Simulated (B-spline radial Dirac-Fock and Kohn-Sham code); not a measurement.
**The Na-like isoelectronic sequence (11 electrons), Z = 20 to 31**

Calculated with a radial atomic solver, using Dirac-Fock energy differences between relaxed states, corrected for Breit and QED terms. Binding energies in eV, tabulated ground configurations ([Ne] 3s1 throughout). No correlation.

| ion | 2p1/2 | 2p3/2 | outermost level | NIST ionisation energy |
| --- | --- | --- | --- | --- |
| Ca⁹⁺ | 561.5 | 557.8 | 210.7 (3s) | 211.275 |
| Sc¹⁰⁺ | 654.7 | 650.1 | 249.2 (3s) | 249.798 |
| Ti¹¹⁺ | 755.0 | 749.2 | 290.9 (3s) | 291.5 |
| V¹²⁺ | 862.3 | 855.1 | 335.7 (3s) | 336.274 ± 0.006 |
| Cr¹³⁺ | 976.6 | 967.9 | 383.5 (3s) | 384.163 ± 0.006 |
| Mn¹⁴⁺ | 1098.0 | 1087.5 | 434.5 (3s) | 435.172 ± 0.007 |
| Fe¹⁵⁺ | ? | ? | ? | ? |
| Co¹⁶⁺ | 1362.2 | 1347.2 | 545.9 (3s) | 546.588 ± 0.015 |
| Ni¹⁷⁺ | 1505.0 | 1487.3 | 606.3 (3s) | 607.02 ± 0.019 |
| Cu¹⁸⁺ | 1655.0 | 1634.2 | 669.9 (3s) | 670.608 ± 0.02 |
| Zn¹⁹⁺ | 1812.2 | 1787.9 | 736.7 (3s) | 737.366 ± 0.021 |
| Ga²⁰⁺ | 1976.7 | 1948.5 | 806.6 (3s) | 807.308 ± 0.025 |

Question: Fill in the row of Fe¹⁵⁺.

Answer: 2p1/2 1226.6, 2p3/2 1213.9, outermost 488.7 (3s), NIST 489.312 ± 0.014 eV.

NIST's values are for the lowest levels; a dash marks a value that is missing or belongs to another shell. Their kind here: semi-empirical.
